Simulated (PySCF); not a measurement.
Compound: C3HN3Se.
Geometry (PBE0-D3(BJ)/def2-SVP, Å), atoms numbered from 1 in this order:
```
atom  x, y, z in Å
N1     3.1330   -0.3917    0.1334
C2     1.9747   -0.3811    0.1428
C3     0.5430   -0.3196    0.1473
C4    -0.1923    0.9146   -0.0383
N5    -1.4885    0.8129   -0.0089
Se6   -1.8859   -0.9167    0.2651
N7    -0.1718   -1.4049    0.3242
H8     0.2860    1.8863   -0.1949
```

Method: core-valence-separated Tamm–Dancoff BHandHLYP/aug-pcX-1 (pcseg-1 on H, def2-SVPD on Se) in PySCF, non-relativistic, gas phase, PBE0-D3(BJ)/def2-SVP geometry. No empirical shift is added; at this level the pattern usually sits a few eV under experiment.

List the carbon K-edge absorption lines.

```csv
E (eV),f,core hole on,main final orbital,polarisation
283.38,0.0535,C4,LUMO+2 (48 %),out of plane
283.52,0.0348,C2,LUMO (52 %),out of plane
283.81,0.0537,C3,LUMO (78 %),out of plane
283.94,0.0619,C2,LUMO+8 (48 %),in plane
285.85,0.0125,C4,LUMO (58 %),out of plane
286.09,0.0196,C2,LUMO (47 %),out of plane
287.04,0.0090,C4,LUMO+1 (90 %),in plane
287.16,0.0091,C3,LUMO+2 (79 %),out of plane
287.45,0.0045,C2,LUMO+1 (65 %),in plane
287.50,0.0078,C3,LUMO+1 (78 %),in plane
287.61,0.0003,C2,LUMO+3 (41 %),–
287.81,0.0200,C4,LUMO+3 (59 %),in plane
288.30,0.0009,C4,LUMO+4 (42 %),–
288.53,0.0034,C2,LUMO+4 (50 %),in plane
```

The first line with a tenth or more of the strongest one's intensity is at 283.38 eV (f = 0.054), with the hole on C4 (aromatic CH next to a ring nitrogen), polarised out of plane: a 1s→π* resonance. The strongest listed is at 283.94 eV (f = 0.062; C2).

Give energies, oscillator strengths and core holes at the N K edge.

| E (eV) | f | core hole on | main final orbital | polarisation |
| --- | --- | --- | --- | --- |
| 396.17 | 0.0600 | N7 | LUMO (88 %) | out of plane |
| 396.43 | 0.0599 | N5 | LUMO (64 %) | out of plane |
| 396.70 | 0.0561 | N1 | LUMO (45 %) | out of plane |
| 397.21 | 0.0649 | N1 | LUMO+8 (44 %) | in plane |
| 398.98 | 0.0432 | N5 | LUMO+1 (59 %) | in plane |
| 399.30 | 0.0410 | N7 | LUMO+1 (62 %) | in plane |
| 400.65 | 0.0046 | N1 | LUMO (53 %) | out of plane |
| 401.15 | 0.0021 | N5 | LUMO+2 (64 %) | out of plane |
| 401.53 | 0.0003 | N1 | LUMO+3 (49 %) | – |
| 401.60 | 0.0105 | N5 | LUMO+4 (37 %) | in plane |
| 401.70 | 0.0010 | N1 | LUMO+1 (88 %) | in plane |
| 401.85 | 0.0103 | N7 | LUMO+4 (40 %) | in plane |
| 401.99 | 0.0004 | N7 | LUMO+2 (93 %) | – |
| 402.51 | 0.0021 | N5 | LUMO+3 (79 %) | in plane |
| 402.67 | 0.0062 | N7 | LUMO+3 (45 %) | in plane |

The first line with a tenth or more of the strongest one's intensity is at 396.17 eV (f = 0.060), with the hole on N7 (pyridine-type nitrogen), polarised out of plane: a 1s→π* resonance. The strongest listed is at 397.21 eV (f = 0.065; N1).

Roots within 0.03 eV whose holes lie on the same, on equivalent or on shared atoms are summed into one line, and the highest roots are left out, as the search may have cut off their partners. Final orbitals are the ground state's empty Kohn–Sham orbitals. A dash: too weak, shared between unlike atoms, or no plane or axis to refer to.

What are the wavelength and the wavenumber of the 287.16 eV line?

λ = 12398.42 eV Å/287.16 eV = 43.176 Å; 2.3161 × 10⁶ cm⁻¹.

The list ends where the root search ended, not at a threshold. The BHandHLYP/aug-pcX-1 (pcseg-1 on H, def2-SVPD on Se) calculation is non-relativistic and has no spin–orbit coupling, an omission that weighs most on selenium.
